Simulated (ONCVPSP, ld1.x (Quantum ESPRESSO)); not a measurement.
**Potentials for germanium compared**

Generated with ld1.x 7.5 (TM, RRKJ, ultrasoft, PAW), atompaw 4.2 or ONCVPSP 4.0.1. The cutoff is in Ry: for ld1.x and atompaw files where the sum of valence levels is converged to 10 mRy in a Bessel basis, for ONCV files where the hardest occupied wave has 1 mHa per electron of residual kinetic energy. The error is the largest all-electron minus pseudo excitation energy over each file’s own four to seven test configurations (ionisations up to +4, promotions, holes and added fractions of an electron), all of which were solved. The labels leave out finer settings (local radius, basis sizes, second energies), which also bear on the numbers. Spin-polarised tests are not counted. The rows are a selection from randomly drawn settings: files with unsolved tests, undetermined cutoffs or missed reference levels are left out.

A true bound ghost makes a file unfit for plane-wave use even where its test errors are small: the radial tests pick states by their node count and pass the ghost by.

```tsv
potential	cutoff (Ry)	largest error (meV)	bound ghosts
ONCV, BLYP, scalar-relativistic, rc 1.75/1.60 (sp), local p, core correction yes, reference 4s1.5 4p2.5, qcut 4.5/4.3, projectors 2/0	17	-27	none
ONCV, PW91, scalar-relativistic, rc 1.50/2.40/2.50 (spd), local smoothed, core correction yes, reference 4s2 4p2, qcut 4.6/2.9/3.2, projectors 2/2/1	17	-1176	s
ONCV, LDA (Perdew-Wang 92), fully relativistic, rc 1.50/2.35 (sp), local smoothed, core correction no, reference 4s2 4p2, qcut 4/3.7, projectors 3/2	18	+233	s
ONCV, PBEsol, fully relativistic, rc 1.40/1.75/0.85 (spd), local smoothed, core correction no, reference 3d10 4s2 4p2, qcut 5.1/5.2/20.8, projectors 2/2/2	310	-5.4	s
ONCV, PBE, scalar-relativistic, rc 1.60/1.90/1.20/1.90 (spdf), local smoothed, core correction no, reference 3d10 4s2 4p2, qcut 4.4/4.3/11.2/5.2, projectors 1/1/2/2	115	+40	s
RRKJ, PBEsol, scalar-relativistic, rc 1.30/1.35/1.25 (spd), local s, core correction yes, reference 3d10 4s2 4p0	160	-49	p
```

(1) Fill in the row for Ge: ONCV, PBE, scalar-relativistic, rc 1.85/2.15/2.00 (spd), local smoothed, core correction yes, reference 4s2 4p1, qcut 3.3/3.1/4.2, projectors 2/1/1.

(2) Fill in the row for Ge: ONCV, PBE, scalar-relativistic, rc 1.30/1.95/2.15 (spd), local smoothed, core correction yes, reference 4s2 4p2, qcut 4.5/4.4/4.6, projectors 1/2/2.

(3) Fill in the row for Ge: ONCV, LDA (Perdew-Wang 92), scalar-relativistic, rc 1.10/0.80/1.20 (spd), local smoothed, core correction yes, reference 3s2 3p6 3d10 4s1, qcut 13.3/21.9/12.6, projectors 2/2/3.

## Answers

(1) cutoff 49 Ry, largest error -198 meV, bound ghosts: none.

(2) cutoff 58 Ry, largest error -202 meV, bound ghosts: s.

(3) cutoff 299 Ry, largest error +5.7 meV, bound ghosts: none.
